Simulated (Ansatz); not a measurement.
```yaml
crystal:
  periodic: [false, false, false]
  atoms:
    - {symbol: Sn, position_ang: [-1.582162, -0.158067, -1.673878]}
    - {symbol: N, position_ang: [-1.483386, -0.047533, 0.701157]}
    - {symbol: C, position_ang: [-0.797514, 0.917529, 1.341823]}
    - {symbol: C, position_ang: [-0.773868, 0.995513, 2.738965]}
    - {symbol: C, position_ang: [-1.499915, 0.051573, 3.479528]}
    - {symbol: C, position_ang: [-2.224514, -0.937302, 2.797750]}
    - {symbol: C, position_ang: [-2.190536, -0.957455, 1.399055]}
    - {symbol: H, position_ang: [-0.290761, 1.653410, 0.697742]}
    - {symbol: H, position_ang: [-0.199654, 1.793745, 3.231060]}
    - {symbol: H, position_ang: [-1.505865, 0.089794, 4.579599]}
    - {symbol: H, position_ang: [-2.815019, -1.691304, 3.337218]}
    - {symbol: H, position_ang: [-2.726426, -1.711648, 0.801856]}
    - {symbol: Cl, position_ang: [-1.224660, -0.241922, -4.046049]}
    - {symbol: N, position_ang: [0.782332, -0.019664, -1.439404]}
    - {symbol: C, position_ang: [1.468660, -0.853803, -0.636317]}
    - {symbol: C, position_ang: [2.863312, -0.792854, -0.536395]}
    - {symbol: C, position_ang: [3.554446, 0.151928, -1.308374]}
    - {symbol: C, position_ang: [2.827388, 1.002577, -2.153863]}
    - {symbol: C, position_ang: [1.433214, 0.888812, -2.191794]}
    - {symbol: H, position_ang: [0.866910, -1.601926, -0.096525]}
    - {symbol: H, position_ang: [3.392907, -1.486449, 0.132261]}
    - {symbol: H, position_ang: [4.651844, 0.220820, -1.256045]}
    - {symbol: H, position_ang: [3.328219, 1.751386, -2.783539]}
    - {symbol: H, position_ang: [0.801173, 1.531316, -2.824270]}
    - {symbol: Cl, position_ang: [-3.969633, -0.280481, -1.454288]}
    - {symbol: Cl, position_ang: [-1.448153, 2.286455, -1.549764]}
    - {symbol: Cl, position_ang: [-1.238349, -2.554436, -1.287498]}
basis:
  gaussian: {orbitals: def2-SVP}
total_charge: -1
magnetization: {spin_polarized: false, initial_magnetization: 1}
hamiltonian: {xc: {name: BHLYP}}
scf: {omitted_lower_state_checks: [starts]}
```

```sh
$ ansatz run in.yaml --threads 2 --pin off --events-out ev --progress --plain --max-ram 32768MiB --backend cuda --devices 0, --max-vram 18GiB
```

Output, abridged:

```
Functional definition: BHLYP
3240 factors; integrals over basis functions are off by at most 1.4e-3 eV
mean field evaluation 1: about -69397.1819 eV, gradient 5.2e1 eV
mean field evaluation 2: about -69397.1871 eV, gradient 5.2e1 eV
mean field evaluation 4: about -69403.8033 eV, gradient 1.7e1 eV
mean field evaluation 8: about -69404.6932 eV, gradient 7.0e-1 eV
mean field evaluation 16: about -69404.7238 eV, gradient 3.7e-1 eV
mean field evaluation 32: about -69404.7374 eV, gradient 2.2e-5 eV
mean field -69404.73743885 eV, -2550.5770566570 hartree, gradient 7.6e-7 eV, S^2 0.750000; 0 other end points of the search recorded, 0 dependent functions left out
reference -69404.73771520 eV, -2550.5770668127 hartree; 88, 87 occupied and 228, 229 virtual orbitals, 3240 factors
Total energy: -69404.73771520 eV, -2550.5770668127 hartree
Checks for a lower state left out: starts
```

Run time 19 s (2 threads of AMD EPYC 7R13 on a shared host and a share (18 GiB) of an NVIDIA H100 80GB HBM3).

In the def2 sets Sn takes a core potential; there is no spin–orbit coupling. The highest occupied level of an anion often lies above zero with these methods, and sets without diffuse functions describe the outer electron poorly.

With spin_polarized false and unpaired electrons the run is restricted open-shell.
